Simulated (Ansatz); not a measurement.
Steps of a relaxation of C4H7B with RKS PBE-D4/def2-SVP.

```sh
$ ansatz run in.yaml --threads 4 --pin off --events-out ev --progress --plain --max-ram 10444MiB
```

```yaml
crystal:
  periodic: [false, false, false]
  atoms:
    - {symbol: B, position_ang: [-1.720800, 0.084600, 1.629900]}
    - {symbol: C, position_ang: [-0.317500, -0.499500, 1.517800]}
    - {symbol: C, position_ang: [0.226700, -0.211200, 0.187800]}
    - {symbol: C, position_ang: [0.807700, 0.030400, -0.886100]}
    - {symbol: C, position_ang: [1.310300, 0.294800, -2.215500]}
    - {symbol: H, position_ang: [-2.011200, 0.955600, 2.441900]}
    - {symbol: H, position_ang: [-2.593200, -0.222500, 0.882300]}
    - {symbol: H, position_ang: [-0.335700, -1.577500, 1.659400]}
    - {symbol: H, position_ang: [0.338700, -0.039600, 2.346400]}
    - {symbol: H, position_ang: [2.372700, -0.016800, -2.190500]}
    - {symbol: H, position_ang: [0.733100, -0.252100, -2.954000]}
    - {symbol: H, position_ang: [1.266300, 1.398700, -2.385500]}
basis:
  gaussian: {orbitals: def2-SVP}
hamiltonian: {xc: pbe, dispersion: d4}
relax: {f_tol: 0.03, max_steps: 200}
```

Positions (Å) and forces (eV/Å) along the path, 12 of 21 steps:

```xyz
12
step=1 energy=-4925.2086 eV
B    -1.721    0.085    1.630   -1.102    1.053    0.248
C    -0.318   -0.499    1.518    1.868    0.934    0.740
C     0.227   -0.211    0.188    1.036    0.330   -1.144
C     0.808    0.030   -0.886   -1.733   -0.454    1.893
C     1.310    0.295   -2.216    0.679    0.766    1.058
H    -2.011    0.956    2.442    0.129   -0.139    0.002
H    -2.593   -0.223    0.882   -0.448   -0.358   -0.460
H    -0.336   -1.577    1.659   -0.042   -0.927    0.217
H     0.339   -0.040    2.346   -0.373   -0.627   -0.901
H     2.373   -0.017   -2.191    0.136    0.012   -0.605
H     0.733   -0.252   -2.954   -0.216   -0.297   -0.715
H     1.266    1.399   -2.385    0.065   -0.292   -0.332
12
step=2 energy=-4925.3984 eV
B    -1.728    0.139    1.594   -0.559    0.005    0.402
C    -0.303   -0.495    1.546    0.702    0.313    0.198
C     0.241   -0.216    0.216    0.343   -0.045    0.132
C     0.796    0.027   -0.851   -0.475    0.026   -0.132
C     1.310    0.302   -2.188    0.367    0.258    0.504
H    -2.026    0.975    2.435    0.089    0.087   -0.167
H    -2.609   -0.259    0.861    0.039    0.006   -0.186
H    -0.365   -1.592    1.692   -0.090   -0.237    0.045
H     0.382   -0.090    2.341   -0.241   -0.191   -0.316
H     2.382    0.008   -2.251   -0.081   -0.011   -0.160
H     0.739   -0.247   -2.952   -0.075   -0.107   -0.234
H     1.259    1.392   -2.409   -0.019   -0.105   -0.086
12
step=3 energy=-4925.4322 eV
B    -1.739    0.119    1.611   -0.016    0.288   -0.203
C    -0.287   -0.508    1.572   -0.139   -0.233   -0.029
C     0.251   -0.224    0.241    0.105   -0.106    0.384
C     0.779    0.030   -0.833   -0.104    0.132   -0.529
C     1.301    0.313   -2.169    0.101   -0.047    0.079
H    -2.017    1.034    2.375    0.003   -0.126   -0.059
H    -2.583   -0.258    0.808    0.121   -0.044    0.167
H    -0.368   -1.614    1.716    0.022    0.064   -0.037
H     0.396   -0.123    2.353    0.019    0.049    0.102
H     2.370    0.022   -2.275   -0.082   -0.005    0.061
H     0.734   -0.240   -2.949    0.001    0.016    0.039
H     1.239    1.394   -2.417   -0.031    0.013    0.025
12
step=4 energy=-4925.4715 eV
B    -1.703    0.153    1.560    0.054   -0.209   -0.299
C    -0.278   -0.542    1.593    0.087   -0.020    0.040
C     0.304   -0.262    0.276   -0.189    0.090    0.180
C     0.744    0.024   -0.833   -0.127   -0.012    0.103
C     1.269    0.329   -2.153    0.069    0.025   -0.159
H    -1.957    1.144    2.218    0.025    0.043   -0.044
H    -2.554   -0.332    0.826    0.064    0.113    0.117
H    -0.385   -1.643    1.723   -0.008   -0.021    0.013
H     0.383   -0.166    2.402    0.021   -0.009   -0.001
H     2.338    0.040   -2.244    0.010    0.003    0.007
H     0.715   -0.212   -2.949   -0.005    0.000    0.020
H     1.201    1.414   -2.385   -0.002   -0.004    0.024
12
step=5 energy=-4925.5022 eV
B    -1.664    0.161    1.496    0.148   -0.135   -0.125
C    -0.261   -0.579    1.625   -0.013    0.030    0.043
C     0.329   -0.284    0.315   -0.222    0.221   -0.224
C     0.703    0.025   -0.819   -0.124   -0.144    0.591
C     1.232    0.344   -2.130    0.004    0.040   -0.234
H    -1.888    1.229    2.053    0.090   -0.109   -0.168
H    -2.524   -0.368    0.805    0.073    0.122    0.086
H    -0.385   -1.677    1.745    0.026   -0.013    0.013
H     0.385   -0.202    2.447   -0.020   -0.021   -0.031
H     2.300    0.054   -2.216    0.037    0.003    0.005
H     0.684   -0.189   -2.936   -0.002    0.011    0.025
H     1.166    1.431   -2.351    0.003   -0.004    0.017
12
step=6 energy=-4925.5449 eV
B    -1.623    0.158    1.434    0.213    0.056   -0.023
C    -0.248   -0.616    1.657   -0.100    0.082    0.074
C     0.326   -0.294    0.348   -0.205    0.210   -0.292
C     0.665    0.033   -0.793   -0.037   -0.154    0.557
C     1.196    0.358   -2.106   -0.034    0.047   -0.140
H    -1.803    1.290    1.888    0.129   -0.276   -0.209
H    -2.494   -0.381    0.773    0.043    0.059    0.047
H    -0.370   -1.715    1.769    0.026    0.003   -0.001
H     0.383   -0.227    2.484   -0.036   -0.033   -0.054
H     2.264    0.066   -2.187    0.013    0.003    0.011
H     0.648   -0.172   -2.915   -0.010    0.007    0.017
H     1.133    1.445   -2.320   -0.003   -0.005    0.013
12
step=7 energy=-4925.5949 eV
B    -1.579    0.153    1.370    0.211    0.178    0.011
C    -0.244   -0.647    1.688   -0.105    0.079    0.062
C     0.307   -0.295    0.380   -0.151    0.074   -0.089
C     0.637    0.043   -0.759    0.055   -0.064    0.167
C     1.161    0.370   -2.079   -0.051    0.036    0.009
H    -1.699    1.325    1.727    0.086   -0.299   -0.174
H    -2.465   -0.393    0.739    0.025    0.017    0.018
H    -0.359   -1.745    1.791    0.019   -0.001   -0.007
H     0.378   -0.244    2.515   -0.038   -0.025   -0.037
H     2.229    0.077   -2.161   -0.016    0.009    0.014
H     0.611   -0.159   -2.885   -0.025   -0.002    0.011
H     1.100    1.459   -2.291   -0.010   -0.002    0.015
12
step=9 energy=-4925.6674 eV
B    -1.433    0.160    1.185   -0.295    0.207   -0.005
C    -0.242   -0.691    1.758    0.177   -0.079    0.088
C     0.319   -0.357    0.455    0.096   -0.054   -0.014
C     0.621    0.014   -0.683   -0.009   -0.021    0.032
C     1.073    0.395   -2.012   -0.047    0.042   -0.014
H    -1.483    1.361    1.403    0.071   -0.109   -0.075
H    -2.340   -0.396    0.594    0.070    0.012   -0.059
H    -0.396   -1.781    1.880   -0.009    0.016    0.006
H     0.344   -0.259    2.592   -0.010   -0.013   -0.014
H     2.144    0.130   -2.150   -0.048    0.011    0.020
H     0.495   -0.119   -2.808   -0.002   -0.008    0.021
H     0.976    1.488   -2.179    0.008   -0.006    0.015
12
step=13 energy=-4925.7163 eV
B    -1.288    0.169    0.996    0.123    0.003   -0.134
C    -0.232   -0.718    1.814   -0.070    0.040   -0.041
C     0.428   -0.460    0.548    0.131   -0.062   -0.018
C     0.629   -0.035   -0.597   -0.094    0.013    0.068
C     0.963    0.418   -1.939    0.043   -0.025    0.038
H    -1.273    1.377    1.135   -0.044    0.001    0.044
H    -2.140   -0.390    0.333   -0.027    0.000    0.048
H    -0.474   -1.784    1.982    0.016    0.036   -0.012
H     0.272   -0.253    2.682   -0.013   -0.009   -0.028
H     2.026    0.186   -2.171   -0.044    0.009    0.008
H     0.335   -0.080   -2.707   -0.008    0.015    0.018
H     0.831    1.515   -2.042   -0.012   -0.020    0.008
12
step=14 energy=-4925.7406 eV
B    -1.177    0.173    0.856    0.334   -0.167   -0.032
C    -0.229   -0.727    1.839   -0.092    0.129   -0.241
C     0.509   -0.529    0.607    0.026   -0.013    0.016
C     0.637   -0.067   -0.541   -0.243    0.065    0.099
C     0.897    0.428   -1.887    0.133   -0.070    0.063
H    -1.157    1.383    0.977   -0.014    0.004    0.089
H    -2.023   -0.389    0.186   -0.008   -0.038    0.071
H    -0.523   -1.778    2.033    0.008    0.128   -0.042
H     0.222   -0.240    2.726   -0.062   -0.019   -0.103
H     1.950    0.213   -2.183   -0.125    0.032    0.008
H     0.226   -0.049   -2.633    0.032    0.020    0.055
H     0.745    1.528   -1.945    0.010   -0.070    0.016
12
step=18 energy=-4925.8592 eV
B    -0.966    0.159    0.613   -0.121    0.098   -0.065
C    -0.175   -0.739    1.829   -0.001    0.048   -0.105
C     0.609   -0.565    0.664    0.171   -0.071   -0.024
C     0.470   -0.002   -0.464   -0.009    0.010    0.027
C     0.818    0.443   -1.813    0.001    0.040   -0.013
H    -1.065    1.346    0.900    0.001   -0.090    0.022
H    -1.873   -0.473    0.089    0.025    0.010    0.050
H    -0.564   -1.750    2.027   -0.062   -0.071    0.018
H     0.127   -0.180    2.726    0.015    0.060    0.104
H     1.834    0.115   -2.109    0.006   -0.013    0.035
H     0.092    0.041   -2.547   -0.027   -0.007   -0.047
H     0.771    1.550   -1.881    0.001   -0.013   -0.001
12
step=21 energy=-4925.8623 eV
B    -0.967    0.162    0.606    0.002    0.000    0.000
C    -0.167   -0.739    1.823   -0.002    0.003   -0.002
C     0.612   -0.569    0.655    0.003   -0.003    0.005
C     0.452    0.004   -0.469   -0.001    0.004   -0.004
C     0.818    0.444   -1.816   -0.001    0.000    0.003
H    -1.067    1.338    0.919   -0.002    0.000    0.001
H    -1.882   -0.477    0.111   -0.002    0.001   -0.002
H    -0.573   -1.745    2.024    0.001   -0.002    0.001
H     0.132   -0.176    2.723    0.000   -0.001    0.001
H     1.841    0.115   -2.087   -0.001    0.000   -0.001
H     0.106    0.039   -2.565    0.000    0.000    0.001
H     0.771    1.550   -1.890    0.001   -0.001   -0.002
```

Hardware: 4 threads of an Arm Neoverse V1 on a shared host. Wall time 22 s, peak host memory 0.14 GiB.
